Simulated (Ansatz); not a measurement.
Species: CH$_{8}$FOSi$_{2}$ (charge +1, singlet). It need not be the lowest isomer of its formula. 
Structure (B3LYP-D3(BJ)/def2-TZVP (Ansatz, a first-principles code) minimum search):
```xyz
13

Si    -0.7543    -0.7396     0.1726
C     -2.0769     0.5005    -0.0219
F     -0.7571    -1.8875    -0.9138
O      0.7972     0.0277    -0.3215
Si     1.7264     1.3409     0.4588
H     -0.4534    -1.2583     1.5068
H     -2.1328     0.8723    -1.0465
H     -3.0381     0.0424     0.2274
H     -1.9318     1.3438     0.6574
H      0.8698     1.5934     1.6231
H      3.0280     0.7357     0.7570
H      1.7496     2.4154    -0.5384
H      1.1963    -0.4000    -1.0988
```
Charge +1, spin multiplicity 1.

Basis-set convergence of Hartree-Fock and CCSD(T) correlation energies (hartree) with Ansatz. Valence correlation only, unless marked. Spin-orbit coupling is left out. No relativistic terms.

| basis | functions | E(HF) | E(corr, CCSD(T)) |
|---|---|---|---|
| cc-pV(D+d)Z | 128 | -794.60030 | -0.78468 |
| cc-pV(T+d)Z | 280 | -794.71448 | -0.98512 |
| cc-pV(Q+d)Z | 533 | -794.74156 | -1.05217 |

Extrapolating the two largest sets (X = 3 and 4) as X^-3: E(corr) = (64·(-1.05217) - 27·(-0.98512))/37 = -1.1011 Eh, an estimate of the basis-set limit. The largest set recovers 95.6 % of it, the smallest 71.3 %.
